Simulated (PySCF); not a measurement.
## Radial density of Fe (iron, neutral)

M06-L, [Ar] 3d6 4s2, high-spin 5D determinant. All numbers are calculated (PySCF 2.14, no relativity, point nucleus, in def2-SVP (5s3p2d1f, 31 functions)).

| r (bohr) | 4πr²ρ (e/bohr) | 4πr²(ρα − ρβ) |
| --- | --- | --- |
| 0.00109 | 0.1651 | 0.0000 |
| 0.00183 | 0.4562 | 0.0000 |
| 0.00309 | 1.218 | 0.0001 |
| 0.00519 | 3.072 | 0.0003 |
| 0.00873 | 7.252 | 0.0006 |
| 0.0147 | 15.05 | 0.0013 |
| 0.0247 | 25.54 | 0.0020 |
| 0.0416 | 31.17 | 0.0020 |
| 0.0699 | 26.02 | 0.0037 |
| 0.118 | 26.74 | 0.0397 |
| 0.198 | 34.69 | 0.3076 |
| 0.333 | 18.22 | 1.3524 |
| 0.560 | 14.89 | 3.1793 |
| 0.941 | 13.22 | 3.1273 |
| 1.58 | 3.381 | 1.2298 |
| 2.66 | 0.9918 | 0.2235 |
| 4.48 | 0.2584 | -0.0008 |
| 7.53 | 0.009506 | -0.0038 |
| 12.7 | 1.573e-05 | 0.0000 |

(1) Where is the radial spin density 4πr²(ρα − ρβ) most negative, and why is it negative at all?

Results:

(1) Around r = 7.53 bohr, down to -0.0038 e/bohr: exchange with the open shell polarises the paired shells in an unrestricted calculation.
